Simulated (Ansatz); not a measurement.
**Two structures, one formula**

The two ends of one reaction step of SiN₂H₉F, closed shell (PBE0-D4/def2-TZVP).

A:

Si1  (-1.669, 0.824, -0.740)
N2  (-0.595, -0.513, -0.944)
H3  (-1.864, 1.698, -1.932)
H4  (-1.139, 1.675, 0.359)
H5  (-2.995, 0.277, -0.351)
H6  (2.011, -0.009, 0.223)
F7  (2.269, 0.292, -0.676)
H8  (0.413, -0.830, 1.084)
N9  (1.302, -0.565, 1.508)
H10  (-0.934, -1.291, -1.492)
H11  (0.362, -0.293, -1.208)
H12  (1.718, -1.382, 1.936)
H13  (1.121, 0.116, 2.234)
(Å)

B:

| atom | x (Å) | y (Å) | z (Å) |
| --- | --- | --- | --- |
| Si1 | -0.9231 | 1.0336 | -0.7412 |
| N2 | -0.4481 | -0.8783 | -0.7356 |
| H3 | -1.1106 | 1.7626 | -2.0305 |
| H4 | -0.9486 | 1.7565 | 0.5689 |
| H5 | -2.3678 | 0.5227 | -0.6436 |
| H6 | 1.5951 | 0.2510 | 0.9942 |
| F7 | 0.7794 | 1.1689 | -0.8414 |
| H8 | 0.1292 | -1.0267 | 0.1220 |
| N9 | 1.3236 | -0.5916 | 1.4951 |
| H10 | -1.2575 | -1.4862 | -0.7394 |
| H11 | 0.1481 | -1.0917 | -1.5286 |
| H12 | 2.1614 | -1.1197 | 1.7036 |
| H13 | 0.9189 | -0.3012 | 2.3768 |

Program: Ansatz 0.2.0. Basis: def2-TZVPP. Cores are frozen in the correlated methods. B3LYP uses VWN-RPA correlation.

Question: Which structure is lower at CCSD(T), and by how much? (An estimate is asked for; the value comes from the calculation.)

Answer: By the calculation: B, by 3.6 kJ/mol (electronic energy, against the other); a gap this small isn't resolved in one triple-zeta basis. By their contacts, A is a complex of SiNH₅ ([NH2][SiH3]) + NH₃ + HF and B is a complex of SiNH₆F ([NH3][SiH3][F]) + NH₃.

Question: Do the other methods give the same order? (A judgement: the text doesn't fix the answer.)

Answer: Computed: Not all: BLYP-D4, HF give the other order.

| method | E(B) − E(A) (kJ/mol) |
| --- | --- |
| SPW92 | -15.2 |
| PBE-D4 | -4.1 |
| BLYP-D4 | 0.9 |
| r2SCAN-D4 | -10.4 |
| B97M-V | -18.2 |
| PBE0-D4 | -5.5 |
| B3LYP-D4 | -1.1 |
| r2SCAN0-D4 | -9.7 |
| BHLYP-D4 | -4.2 |
| CAM-B3LYP-D4 | -3.6 |
| wB97X-V | -7.5 |
| wB97M-V | -10.3 |
| B2PLYP | -0.5 |
| PBE-QIDH | -6.1 |
| RPA on PBE | -3.5 |
| HF | 6.4 |
| MP2 | -2.4 |
| CCSD | -2.7 |
| CCSD(T) | -3.6 |

T1 diagnostic: at most 0.010.

Labels in which every atom is bracketed show which atoms are joined, not bond orders.

For scale, one of the runs: CCSD(T)/def2-TZVPP, 261 basis functions, launched by `ansatz run in.yaml --threads 8 --pin off --events-out ev --progress --plain --max-ram 19148MiB`. Hardware: 8 CPU threads of an Arm Neoverse V2, shared host. Wall time 96 s; peak host memory 6.4 GiB.
